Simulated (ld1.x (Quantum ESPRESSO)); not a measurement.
Configuration tests for dysprosium (Dy) (RRKJ)

| Property | Result |
| --- | --- |
| Element | dysprosium (Dy) |
| Generator | ld1.x (Quantum ESPRESSO) 7.5 |
| Type | norm-conserving RRKJ (Kleinman–Bylander form) |
| Functional | LDA (PZ) |
| Relativity | scalar-relativistic |
| Frozen core | [Kr] 4d10 4f9 |
| Valence charge | 11 |
| Reference configuration | 5s2 5p6 5d1 6s1 6p1 |
| Partial waves | 5p (bound): rc 2.10 bohr; 5d (bound): rc 2.20 bohr; 5s (bound): rc 1.45 bohr |
| Local potential | the s channel |
| Core correction | none |
| rho0 | 0.001 |

Occupied shells without a wave of their own: 6p, 6s. They enter only through the test configuration that unscreens the potential.

Energies are relative to the spin-unpolarised reference configuration 5s2 5p6 5d1 6s1 6p1; without spin polarisation the order of configurations can differ from experiment.

| valence configuration | charge | ΔE all-electron (eV) | error AE − PS (meV) |
| --- | --- | --- | --- |
| 5s2 5p6 5d1 6s1 6p0 | +1 | 3.943 | -28 |
| 5s2 5p6 5d1 6s0 6p0 | +2 | 16.655 | -175 |
| 5s2 5p6 5d1 6s0 6p2 | 0 | 3.306 | -72 |
| 5s2 5p6 5d1.5 6s1.5 6p0 | 0 | -2.096 | +23 |
| 5s2 5p6 5d0 6s0 6p0 | +3 | 36.795 | -303 |
| 5s2 5p6 5d2 6s0 6p0 | +1 | 5.462 | -112 |

(1) What are ΔE and the potential's error for 5s2 5p6 5d1 6s2 6p0?

Levels in the configuration 5s2 5p6 5d2 6s0 6p0:

```csv
level,all-electron (eV),pseudo (eV)
5s,-57.523,-57.565
5p,-33.287,-33.340
5d,-7.270,-7.310
```

Answers

(1) ΔE = -3.110 eV all-electron; the error (AE − PS) is +66 meV.

The 6p, 6s levels have no wave, so the channel is fitted at the deeper level alone: the likely source of the large errors.
